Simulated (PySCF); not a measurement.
**Peak assignment**

Atoms are numbered as in `[CH3:1][O:2][Si@@H:3]([F:4])[C:5]([F:6])([F:7])[F:8]`; H(Xn) means a hydrogen on atom n.

[PySCF 2.14.0 with density-fitted response routines: GFN2-xTB structure; shieldings: GIAO PBE0/pcSseg-1; no relativistic terms; one averaged value for each set of equivalent atoms; isolated molecule; single conformer]

Chemical shifts δ = σref − σ; 13C (σ = 186.93 ppm) and 1H (σ = 31.72 ppm) against TMS, all at this level.

Question: Assign these signals to the numbered atoms. 13C{1H} NMR (computed): δ 135.2 (C), 55.7 (CH3).

Answer: 
| δ (ppm) | atoms | environment | reason |
| --- | --- | --- | --- |
| 135.2 | C5 | CF3 carbon | 3 electronegative neighbours deshield it |
| 55.7 | C1 | methyl carbon bonded to O | the inductive effect lowers its shielding |

Question: Assign these signals to the numbered atoms. 1H NMR (400 MHz, computed): δ 4.36 (m, 1H), 4.22 (s, 3H).

Answer: 
| δ (ppm) | atoms | environment | reason |
| --- | --- | --- | --- |
| 4.36 | H(Si3) | hydrogen on a silicon bonded to C, F, O | – |
| 4.22 | H(C1) | hydrogen on a methyl carbon bonded to O | its carbon carries O, an electronegative neighbour |

Splittings by 19F in the carbon and heteronuclear signals aren't shown, as no couplings were computed. Shifts are as computed. Against solution values, carbons near 30 ppm lie about +3 ppm off and those near 130 ppm about +5 ppm. Of 1211 compounds with measured shifts, 218 miss one by over three times the rms of a fit or turn the order of signals round; such compounds aren't used in these exercises. Multiplicities follow the n + 1 count of equivalent neighbours, as no J values were calculated; m marks all less simple cases, F and P coupling included.
